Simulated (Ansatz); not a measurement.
**Interaction energy ladder**

The pair of NH$_{3}$ (SMILES N, atoms 1–4) and H$_{2}$Te (SMILES [TeH2], atoms 5–7), both closed shells, in one local arrangement (a lower one may exist), relaxed at PBE0-D4/def2-TZVP:

```xyz
7
angstrom
N -0.1084 -0.1082 -1.3513
H -0.7392 -0.7930 -1.7493
H -0.3795 0.7983 -1.7116
H 0.8194 -0.3128 -1.7014
Te -0.3536 -0.2886 1.7307
H 0.8761 0.7673 1.4135
H -0.1150 -0.0630 3.3693
```

Computed with Ansatz 0.2.0 (basis: def2-TZVPPD, with def2-QZVPPD for the basis limit); correlated methods freeze the cores. Filled d shells of the heavier atoms are correlated. Core potentials replace the inner electrons of the atoms past krypton. The def2 sets are not built for correlating such inner shells, so the correlated values are less sure here. B3LYP uses VWN-RPA correlation. Extrapolation: Hartree–Fock as exp(−7.88 √X), correlation as X^−2.97. Interaction energies count from these two fragments, frozen as in the pair, with the counterpoise correction; negative means bound.

Question: What is the interaction energy by CCSD(T) at an estimated basis limit (MP2 extrapolated from triple and quadruple zeta, plus CCSD(T) − MP2 in triple zeta)? (An estimate is asked for; the value comes from the calculation.)

Answer: By the calculation: -13.7 kJ/mol. Hartree–Fock alone gives -3.4 kJ/mol at the basis limit. It counts from the two fragments frozen as in the pair.

The same quantity by other methods in triple zeta, and each one's difference from that estimate:
```
   method  E_int (kJ/mol)  difference
   PBE-D4           -18.0        -4.3
revPBE-D4           -16.9        -3.2
  BLYP-D4           -16.1        -2.4
r2SCAN-D4           -15.1        -1.4
   B97M-V           -17.2        -3.5
  PBE0-D4           -16.7        -3.0
 B3LYP-D4           -15.9        -2.2
 HSE06-D4           -16.6        -2.9
  wB97X-V           -14.5        -0.8
  wB97M-V           -14.8        -1.2
   B2PLYP            -9.9         3.7
       HF            -3.2        10.4
      MP2           -12.1         1.6
     CCSD            -9.6         4.1
  CCSD(T)           -11.1         2.6
```
Differences are method less estimate.

Basis-set superposition shift (counterpoise-corrected less uncorrected): CCSD(T) 3.7; MP2 3.6; HF 0.4; PBE0-D4 0.5; wB97M-V 0.7 kJ/mol.

T1 diagnostic: at most 0.011.

For scale, one of the runs: CCSD(T)/def2-TZVPPD, 181 basis functions, launched by `ansatz run in.yaml --threads 2 --pin off --events-out ev --progress --plain --max-ram 5222MiB`. Time: 24 s of wall clock on 2 CPU threads of an Intel Xeon 6975P-C; the host was shared. Peak host memory: 2.1 GiB.
